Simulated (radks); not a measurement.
Numerical settings for the carbon ion C+, [He] 2s2 2p1. Calculated with a radial shooting solver on a logarithmic mesh with Libxc functionals: non-relativistic Kohn-Sham, TPSS, spin-polarised, spherical densities, point nucleus; open shells are filled with parallel spins first; meta-GGA in the generalised Kohn-Sham scheme. The defaults (mesh step 0.008 in ln r, mesh end at 40 bohr or more with all orbitals vanishing there, Anderson mixing 0.5 over 9 steps, residual threshold near 1e-9 with the energy settled to 1e-9 hartree or 1e-11 of itself, here a cap of 56 iterations) give E = -37.425 hartree and 2p at -17.718 eV in 28 iterations. Run on one thread of a shared host, so times are rough (Intel(R) Xeon(R) Platinum 8488C): 0.29 s of CPU time, 0.29 s wall, 28 iterations on 2476 mesh points. Changes against that run (0 stands for a change within the tolerance of the run):

| setting | iterations | converged | E (mhartree) | e(2p) (meV) | CPU (s) |
|---|---|---|---|---|---|
| mesh step in ln r 0.003 | 32 | yes | 0 | 0 | 0.81 |
| mesh step in ln r 0.12 | 4 | no | diverged | - | 0.01 |
| mesh step in ln r 0.08 | 4 | no | diverged | - | 0.01 |
| mesh end (bohr) 400 | 28 | yes | 0 | 0 | 0.32 |
| mesh end (bohr) 3 | 25 | yes | +193 | +4.51e+03 | 0.26 |
| residual threshold 0.01 | 8 | yes | 0 | -0.158 | 0.09 |
| residual threshold 0.1 | 8 | yes | 0 | -0.158 | 0.09 |
| mixing 1.5 | 31 | yes | 0 | 0 | 0.37 |
| linear mixing, mixing 0.8 | 56 | no | 0 | 0 | 0.56 |
| linear mixing, mixing 0.05 | 56 | no | +0.0642 | -464 | 0.66 |
| mixing history 3 | 52 | no | 0 | 0 | 0.56 |
| iteration cap 8 | 8 | no | 0 | -0.0988 | 0.11 |

Settings that end as converged yet miss the energy by more than 1 mhartree: mesh end (bohr) 3 (+0.193 hartree). A mesh that ends early acts as a hard wall.
